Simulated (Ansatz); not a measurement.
Reactions of C₄H₆O₂ (`CC1(C=O)CO1`).

Program: Ansatz. Geometries: PBE0-D4/def2-TZVP. ΔE: electronic, gas phase. CBS: MP2 limit from def2 TZ/QZ plus the TZ coupled-cluster correction, frozen cores. One conformer a species, not always the lowest.

```
                                                         reaction  MP2/CBS(def2) (eV)  CCSD(T)/CBS(def2) (eV)
                      `CC1(C=O)CO1` + CH₃NH₂ → `CNC=O` + `CC1CO1`               -0.56                   -0.53
              `CC1(C=O)CO1` + `OCC1CO1` → `O=COCC1CO1` + `CC1CO1`               -0.32                   -0.34
                                   `CC1(C=O)CO1` → `C=C(C)C(=O)O`               -1.52                   -1.54
                `CC1(C=O)CO1` + `BCBCl` → `BCB(C)Cl` + `O=CC1CO1`               -0.30                   -0.30
`CC1(C=O)CO1` + `O[SiH2][SiH2]O` → `CO[SiH2][SiH2]O` + `O=CC1CO1`                0.92                    0.85
```

Largest T1 diagnostic: 0.015, for `CNC=O`.
